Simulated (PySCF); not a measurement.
Orbital levels and atomic charges

System: Ga17H16N17 (flake GaN sheet).

Cartesian coordinates (Å):
```
  1 N    -4.023    2.268   -0.003
  2 Ga   -5.607    3.213   -0.003
  3 N    -7.185    2.277   -0.001
  4 Ga   -7.214    0.422    0.000
  5 N    -5.614   -0.497    0.000
  6 Ga   -4.014    0.419    0.000
  7 N     7.198   -0.498   -0.001
  8 Ga    5.596    0.421    0.001
  9 N     3.993   -0.495   -0.001
 10 Ga    3.984   -2.337   -0.001
 11 N     5.602   -3.238   -0.002
 12 Ga    7.203   -2.343   -0.002
 13 N     2.394    2.255    0.002
 14 Ga    0.790    3.151    0.001
 15 N    -0.812    2.253    0.001
 16 Ga   -0.811    0.406    0.001
 17 N     0.789   -0.503    0.000
 18 Ga    2.389    0.407    0.002
 19 N    -8.804   -0.524    0.001
 20 Ga   -8.839   -2.361    0.002
 21 N    -7.229   -3.240    0.001
 22 Ga   -5.612   -2.342    0.001
 23 N     5.604    2.271    0.004
 24 Ga    3.995    3.160    0.001
 25 Ga   -2.413    3.157   -0.001
 26 N    -2.415   -0.497    0.003
 27 Ga   -2.406   -2.337    0.001
 28 N    -0.810   -3.247    0.000
 29 Ga    0.788   -2.340    0.001
 30 N     2.387   -3.249    0.005
 31 N    -4.008   -3.243   -0.002
 32 N     8.771    2.265    0.000
 33 Ga    7.190    3.219    0.001
 34 Ga    8.802    0.417    0.001
 35 H    -5.593    4.762   -0.005
 36 H    -8.078    2.762   -0.004
 37 H     5.574   -4.254   -0.003
 38 H     8.561   -3.103   -0.002
 39 H     0.792    4.709   -0.001
 40 H    -9.670    0.008    0.001
 41 H   -10.178   -3.135    0.004
 42 H    -7.197   -4.257    0.003
 43 H     3.997    4.722   -0.004
 44 H    -2.415    4.716   -0.001
 45 H    -0.810   -4.262    0.002
 46 H     2.385   -4.263   -0.004
 47 H    -4.001   -4.258    0.000
 48 H     9.654    2.770    0.002
 49 H     7.179    4.770   -0.001
 50 H    10.142   -0.375    0.003
```

Method: PBE/def2-SVP, gas phase, PySCF, fitting set def2-universal-JFIT, grid level 1.

Spin-orbit coupling is left out, which matters for the heavier atoms here.

(1) Give the orbital energies near the gap.

(2) Give the partial charges of the non-hydrogen atoms.

Answers

(1) 
| orbital | eV |
| --- | --- |
| HOMO-4 | -5.69 |
| HOMO-3 | -5.68 |
| HOMO-2 | -5.58 |
| HOMO-1 | -5.39 |
| HOMO | -5.28 |
| LUMO | -1.95 |
| LUMO+1 | -1.48 |
| LUMO+2 | -1.08 |
| LUMO+3 | -0.95 |

(2) 
```tsv
atom	Mulliken	IAO	Hirshfeld
N1	-0.55	-0.79	-0.38
Ga2	0.38	0.64	0.36
N3	-0.41	-0.75	-0.35
Ga4	0.45	0.78	0.40
N5	-0.56	-0.81	-0.38
Ga6	0.53	0.78	0.39
N7	-0.56	-0.80	-0.38
Ga8	0.50	0.77	0.38
N9	-0.55	-0.80	-0.38
Ga10	0.45	0.79	0.39
N11	-0.40	-0.75	-0.35
Ga12	0.38	0.63	0.35
N13	-0.54	-0.79	-0.38
Ga14	0.42	0.64	0.36
N15	-0.54	-0.79	-0.38
Ga16	0.51	0.78	0.38
N17	-0.54	-0.80	-0.38
Ga18	0.51	0.78	0.38
N19	-0.42	-0.76	-0.35
Ga20	0.35	0.64	0.36
N21	-0.41	-0.76	-0.35
Ga22	0.46	0.79	0.39
N23	-0.55	-0.79	-0.38
Ga24	0.42	0.64	0.36
Ga25	0.43	0.64	0.36
N26	-0.54	-0.80	-0.38
Ga27	0.45	0.79	0.39
N28	-0.39	-0.77	-0.35
Ga29	0.45	0.80	0.39
N30	-0.39	-0.77	-0.35
N31	-0.39	-0.77	-0.35
N32	-0.42	-0.74	-0.34
Ga33	0.37	0.64	0.36
Ga34	0.38	0.63	0.36
```
